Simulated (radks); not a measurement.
Values are calculated unless marked as measured or tabulated.
The strontium ion Sr8+, configuration [Ar] 3d10 4s2 (the NIST ground configuration). Level of theory: scalar-relativistic Kohn-Sham, LDA (Slater exchange, Perdew-Wang correlation), spin-polarised, spherical densities, finite nucleus; Fermi nuclear charge, rms radius 4.224 fm (a radial shooting solver on a logarithmic mesh with Libxc functionals).

Normalised radial functions P(r) = r R(r), r in bohr:

| r | 3p | 3d |
|---|---|---|
| 0.002481 | 0.0046 | 0.0000 |
| 0.00282 | 0.0059 | 0.0000 |
| 0.003205 | 0.0074 | 0.0000 |
| 0.003613 | 0.0092 | 0.0001 |
| 0.004107 | 0.0116 | 0.0001 |
| 0.004668 | 0.0147 | 0.0001 |
| 0.005305 | 0.0185 | 0.0002 |
| 0.006029 | 0.0233 | 0.0002 |
| 0.006798 | 0.0289 | 0.0003 |
| 0.007726 | 0.0363 | 0.0005 |
| 0.008781 | 0.0455 | 0.0007 |
| 0.009981 | 0.0569 | 0.0010 |
| 0.01125 | 0.0701 | 0.0014 |
| 0.01279 | 0.0872 | 0.0020 |
| 0.01454 | 0.1082 | 0.0029 |
| 0.01652 | 0.1337 | 0.0041 |
| 0.01878 | 0.1643 | 0.0059 |
| 0.02117 | 0.1984 | 0.0081 |
| 0.02406 | 0.2410 | 0.0115 |
| 0.02735 | 0.2907 | 0.0161 |
| 0.03108 | 0.3476 | 0.0225 |
| 0.03533 | 0.4115 | 0.0314 |
| 0.03983 | 0.4772 | 0.0425 |
| 0.04527 | 0.5516 | 0.0584 |
| 0.05145 | 0.6280 | 0.0796 |
| 0.05848 | 0.7022 | 0.1077 |
| 0.06646 | 0.7684 | 0.1441 |
| 0.07494 | 0.8169 | 0.1877 |
| 0.08517 | 0.8457 | 0.2459 |
| 0.0968 | 0.8413 | 0.3179 |
| 0.11 | 0.7937 | 0.4052 |
| 0.125 | 0.6942 | 0.5083 |
| 0.141 | 0.5483 | 0.6187 |
| 0.1602 | 0.3352 | 0.7491 |
| 0.1821 | 0.0676 | 0.8883 |
| 0.207 | -0.2417 | 1.0296 |
| 0.2352 | -0.5718 | 1.1643 |
| 0.2652 | -0.8755 | 1.2754 |
| 0.3015 | -1.1636 | 1.3670 |
| 0.3426 | -1.3851 | 1.4208 |
| 0.3894 | -1.5161 | 1.4293 |
| 0.4426 | -1.5445 | 1.3887 |
| 0.499 | -1.4796 | 1.3075 |
| 0.5672 | -1.3276 | 1.1806 |
| 0.6446 | -1.1159 | 1.0221 |
| 0.7326 | -0.8764 | 0.8452 |
| 0.826 | -0.6543 | 0.6754 |
| 0.9388 | -0.4439 | 0.5034 |
| 1.067 | -0.2763 | 0.3520 |
| 1.213 | -0.1563 | 0.2290 |
| 1.378 | -0.0793 | 0.1371 |
| 1.554 | -0.0376 | 0.0778 |
| 1.766 | -0.0149 | 0.0382 |
| 2.007 | -0.0050 | 0.0166 |
| 2.282 | -0.0014 | 0.0063 |
| 2.593 | -0.0003 | 0.0020 |
| 2.924 | -0.0001 | 0.0006 |
| 3.323 | 0.0000 | 0.0001 |
| 3.777 | 0.0000 | 0.0000 |

3p: eigenvalue -383.87 eV, 1 radial node at r = 0.188 bohr, <r> = 0.496 bohr, 90 % of the charge inside 0.753 bohr. 3d: eigenvalue -256.13 eV, 0 radial nodes, <r> = 0.490 bohr, 90 % of the charge inside 0.792 bohr.
